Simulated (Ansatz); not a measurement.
Reaction (atomization): `NB1[SiH2]B1F` → 2 B• + F• + 4 H• + N• + Si•

Calculated with Ansatz (gas phase, PBE0-D4/def2-TZVP geometries, no zero-point term in ΔE). CBS: MP2 limit from def2 TZ/QZ plus the TZ coupled-cluster correction, frozen cores. This one scheme is used for every species, atoms too. DFT in def2-TZVPP. Open shells (•) are unrestricted, without spin–orbit coupling. Spin–orbit coupling would lower the free atoms: a little for B, F, Si. Each species was taken in one conformer, which may not be the lowest.

`NB1[SiH2]B1F`:

Cartesian coordinates in Å:
```
N 1.496 0.291 0.921
B 0.692 -0.205 -0.069
Si -1.457 0.245 -0.360
B -0.238 -1.127 -0.971
F -0.127 -1.732 -2.154
H 2.120 -0.297 1.453
H 1.520 1.260 1.192
H -2.427 1.089 -1.116
H -1.578 0.474 1.104
```

(1) What is ΔE at CCSD(T)/CBS? (Estimate.)

(2) What do these levels give: BHLYP-D4, r2SCANh, BHLYP, HF/def2-TZVPP, HF/def2-QZVPP, HF/CBS(def2)? (Estimate.)

Largest T1 diagnostic among the species: 0.016.

Results:

(1) Computed: +3187.9 kJ/mol.

(2) The calculation gave: BHLYP-D4 3112.1, r2SCANh 3217.8, BHLYP 3090.7, HF/def2-TZVPP 2287.0, HF/def2-QZVPP 2291.8, HF/CBS(def2) 2292.5 kJ/mol.

From BLYP to BHLYP (50 % exact exchange), in def2-TZVPP and without D4, ΔE moves by −115.3 kJ/mol: exact exchange takes away binding that semilocal exchange gives to molecules. At CCSD(T), def2-SVP lies −176.9 kJ/mol from the extrapolated value and def2-TZVPP −90.2 kJ/mol: correlation converges slowly with the basis, and small sets miss more of it in the bonded molecule than in its fragments.

For atomizations the MP2-based limit and the directly extrapolated one differ by several kJ/mol either way, and by 10 to 25 for some Ge, Se and Sn compounds, so smaller differences from it don't rank the levels.
